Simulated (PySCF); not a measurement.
Coordinates in bohr (charge 0 multiplicity 3):
```
Zr    0.0000    0.0000    0.0000
H     0.0000    0.0000    3.7096
H     0.0000    0.0000   -3.7096
```

These are results of UPBE0 in PySCF with Zr def2-TZVP with ECP28, H def2-TZVP; scalar-relativistic core potentials, no spin–orbit coupling; density-fitted integrals, not measurements.

This geometry of ZrH₂ is a stationary point at this level.

**Question.** What is the point group?

**Answer.** D∞h.

**Question.** Is it a minimum?

**Answer.** No: it has 2 imaginary modes (one degenerate set), at 759i cm⁻¹ (πu).

**Question.** What are the dipole moment and the gap between the highest occupied and lowest empty levels of either spin?

**Answer.** 0.00 D and 2.86 eV.

**Question.** Give the atomic charges and bond orders.

**Answer.** 
```csv
atom,Mulliken,Löwdin,polar tensor,spin (Mulliken),Mayer order to Zr1
Zr1,0.41,0.45,1.17,2.07,–
"H2,3",-0.20,-0.22,-0.59,-0.03,0.87
```

This need not be the most stable arrangement of these atoms. Open d and f shells are described by one determinant, and the ground state may have another occupation or spin. At this level a triplet minimum of C2v symmetry lies 68 kJ/mol below this structure.
